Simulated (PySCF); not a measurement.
silanone (H2OSi), SMILES O=[SiH2]. Coordinates come from a ωB97X-D3(BJ)/def2-TZVP optimisation.

TDA-CAM-B3LYP/def2-TZVPD run with PySCF puts the lowest singlet excitations at 4.22, 6.17, 6.35, 6.48, 7.31, 7.47 eV.

### Question
What are the lowest excitation roots from ADC(2)/aug-cc-pVDZ in PySCF 2.14.0? (Estimate from the structure and the level; the computed values follow.)

### Answer
3.72, 5.55, 5.71, 5.82, 6.45, 7.02 eV. S1 differs by -0.51 eV (second minus first; roots are paired by order, and the bases may differ).
